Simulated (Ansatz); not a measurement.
Species: GeSe, charge 0, multiplicity 1. 
Geometry from a B3LYP-D3(BJ)/def2-TZVP (Ansatz, a quantum-chemistry and plane-wave program) optimisation:
```
Ge
Se 1 2.1569
```

Basis-set convergence of Hartree-Fock and CCSD correlation energies (hartree) with Ansatz. Cores are frozen in the correlated levels unless marked. No spin-orbit coupling. Frozen are the shells of the preceding noble gas and the d and f shells that filled before the atom's block. Non-relativistic.

The T1 diagnostic of CCSD in the largest basis is 0.025, which is high, so the coupled-cluster rows are less sure than usual.

| basis | functions | E(HF) | E(corr, CCSD) |
|---|---|---|---|
| def2-SVP | 64 | -4474.68965 | -0.20668 |
| def2-TZVPP | 96 | -4475.25090 | -0.25152 |
| def2-QZVPP | 178 | -4475.33963 | -0.26737 |

Extrapolating the two largest sets (X = 3 and 4) as X^-3: E(corr) = (64·(-0.26737) - 27·(-0.25152))/37 = -0.2789 Eh, an estimate of the basis-set limit. The largest set recovers 95.9 % of it, the smallest 74.1 %.
